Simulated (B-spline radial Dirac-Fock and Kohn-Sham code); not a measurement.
## Sm⁵⁺: input and output of one calculation

ΔSCF core binding energies without Breit or QED terms, calculated with a radial atomic solver. Keys: rel is the Hamiltonian (dirac, or spin-free x2c and nr, where L3 and M5 stand for the whole 2p and 3d shells), method is hf or an exchange,correlation pair (spin-unpolarised, also for the hole states), nuc the nuclear model, radius_factor scales its radius, rmax is the box in bohr, h the logarithmic mesh step, order the B-spline order, points the quadrature points per cell, c_factor scales the speed of light, and damp, ndamp, maxit and tol steer the iteration. The run stops when the commutator error falls below 10·tol·max(1, Z/10), or the numerical noise floor, and the energy has settled to about 1e-8 Ha; the virial ratio is −V/T.

Input (task.json):

```json
{"items": [{"Z": 62, "q": 5, "cfg": [[1, 0, 2], [2, 0, 2], [2, 1, 6], [3, 0, 2], [3, 1, 6], [3, 2, 10], [4, 0, 2], [4, 1, 6], [4, 2, 10], [4, 3, 3], [5, 0, 2], [5, 1, 6]], "A": 152, "rrms": 5.0819, "do": "settings", "holes": ["K", "L3", "M5"],
  "settings": [{"rel": "dirac", "method": "hf", "nuc": "fermi", "radius_factor": 1.0, "rmax": 45.0, "h": 0.3, "order": 8, "points": 10, "c_factor": 1.0, "maxit": 3, "damp": 0.5, "ndamp": 3, "tol": 1e-08}]}]}
```

Command: `python xray2_run.py task.json out`

Ground-state iterations:

```
iter   energy (Ha)        error
   1   -10400.48191285  2.01e+00
   2   -10417.03184734  8.20e-01
   3   -10423.71175816  2.15e-01
```

The ground state had not converged after 3 iterations, with total energy -10423.71176 Ha, virial ratio 1.91862 and highest orbital energy -70.13 eV. ΔSCF binding energies: K (1s) 47122.5 eV, L3 (2p3/2) 6828.5 eV, M5 (3d5/2) 1180.3 eV (not all states converged, so these are not final).

Task: One setting is unsound. Which, and why?

Result: maxit ends the run before self-consistency. With the default settings (Dirac Hartree-Fock): The ground state converged in 10 iterations, with total energy -10424.28834 Ha, virial ratio 1.92233 and highest orbital energy -85.78 eV. ΔSCF binding energies: K (1s) 47111.6 eV, L3 (2p3/2) 6818.4 eV, M5 (3d5/2) 1171.8 eV.
